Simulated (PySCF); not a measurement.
**A search over the determinants of GePb⁺**

Unrestricted PBE0; basis Ge cc-pVDZ-PP with ECP10, Pb cc-pVDZ-PP with ECP60; scalar-relativistic core potentials; PySCF 2.14. Outer shells of the fragments: Ge 3d10 4s2 4p2; Pb+ 5d10 6s2 6p1.

Followed along the bond (rough minima from three points):

```csv
2Ms+1,unpaired,⟨S²⟩ at the start,R at minimum (Å),Te (eV)
4,"σ ↑, π ↑↑",3.75,2.69,0.00
2,π ↑,0.75,2.88,0.36
2,"σ ↑, π ↑↓",1.76,2.70,0.43
2,"σ ↓, π ↑↑",1.76,2.69,0.44
2,σ ↑,0.78,2.72,0.99
```

Solutions found at the starting distance of 2.655 Å, counted from the lowest of them; the search is not exhaustive and high or unbound solutions are not listed, so other states can lie among these:

```
2Ms+1   unpaired   term  E (eV)  ⟨S²⟩  ⟨Lz²⟩  μ (D)
    4  σ ↑, π ↑↑    ⁴Σ⁻    0.00  3.75   0.00  -0.96
    2  σ ↑, π ↑↓  mixed    0.43  1.76   2.01  -1.07
    2  σ ↓, π ↑↑  mixed    0.44  1.76   0.00  -1.03
    2        π ↑     ²Π    0.54  0.75   1.00  -1.33
    2        σ ↑  mixed    1.00  0.78   2.00  -1.32
    2        π ↑     ²Π    1.70  0.89   1.01  -0.99
```

A term symbol is given only where ⟨S²⟩ and ⟨Lz²⟩ are close to those of a pure state; real π, δ and φ orbitals otherwise mix terms. A positive dipole points towards Pb; it is taken about the centre of mass and depends on that origin.

**Question.** Compare the gap between the two lowest followed solutions at the starting distance with the gap between their minima.

**Answer.** At PBE0 the second solution (doublet, unpaired electrons π ↑) lies +0.54 eV from the first (quartet, unpaired electrons σ ↑, π ↑↑) at 2.655 Å and +0.36 eV at the minima; the two curves relax by different amounts, since their minima lie near 2.88 and 2.69 Å.

These are scalar-relativistic numbers at best; spin–orbit coupling would shift them, the dissociation energy most.
